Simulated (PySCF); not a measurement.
Species: C2H8ClNSi2.
Cartesian coordinates in Å at the GFN2-xTB level; atoms count from 1:
```xyz
14
C2H8ClNSi2 angstrom
C     -2.875   -0.216   -0.447
C     -1.850    0.366    0.155
Si    -0.136    0.600   -0.597
Cl    -0.275    0.138   -2.575
Si     1.417   -0.720    0.497
N      2.894    0.168    0.492
H     -3.834   -0.353    0.030
H     -2.800   -0.580   -1.459
H     -1.983    0.712    1.173
H      0.120    2.051   -0.571
H      0.927   -1.063    1.849
H      1.773   -1.987   -0.147
H      2.894    1.149    0.722
H      3.727   -0.265    0.857
```

Computed, not measured: PySCF, TDDFT CAM-B3LYP/def2-SVPD, vertical, gas phase, core orbitals frozen in the response.

Transition dipole moments from the ground state, in atomic units and in the frame of the coordinates above (overall signs are arbitrary), for the states with f of 0.002 or more among the lowest 7:

| state | E (hartree) | μx | μy | μz |
| --- | --- | --- | --- | --- |
| S1 | 0.2117 | -0.034 | 0.039 | 0.217 |
| S2 | 0.2288 | 0.060 | 0.013 | -0.128 |
| S3 | 0.2386 | -0.569 | -0.228 | 0.066 |
| S4 | 0.2457 | -0.311 | 0.250 | -0.226 |
| S5 | 0.2544 | -0.530 | -0.344 | 0.006 |
| S6 | 0.2584 | 0.614 | 0.159 | -0.017 |
| S7 | 0.2597 | 0.813 | -0.055 | 0.476 |

Question: What oscillator strength does each state have?

Answer: f = (2/3) ΔE |μ|² with ΔE in hartree (27.2114 eV).

| state | \|μ\|² (au) | \|μ\| (D) | f |
| --- | --- | --- | --- |
| S1 | 0.050 | 0.57 | 0.007 |
| S2 | 0.020 | 0.36 | 0.003 |
| S3 | 0.380 | 1.57 | 0.060 |
| S4 | 0.210 | 1.16 | 0.034 |
| S5 | 0.400 | 1.61 | 0.068 |
| S6 | 0.403 | 1.61 | 0.069 |
| S7 | 0.890 | 2.40 | 0.154 |

Question: What angle do the transition dipoles of S5 and S7 make?

Answer: |cos θ| = |μa·μb| / (|μa| |μb|) = 0.69, so θ ≈ 47° (taken between 0 and 90°, since the signs are arbitrary).

Question: How is the summed strength of these states shared among x, y and z?

Answer: (2/3) Σ ΔE μα² gives 0.295 for x, 0.044 for y and 0.058 for z, 0.396 in all.

Question: What peak molar absorption coefficient would the strongest computed level give as a lone Gaussian band 0.3 eV wide at half height?

Answer: ε(max) = 2.175×10⁸ f / FWHM, with the width in cm⁻¹. S7: 2.175×10⁸ × 0.1542 / 2420 ≈ 14000 L mol⁻¹ cm⁻¹.

One conformer stands for the species.
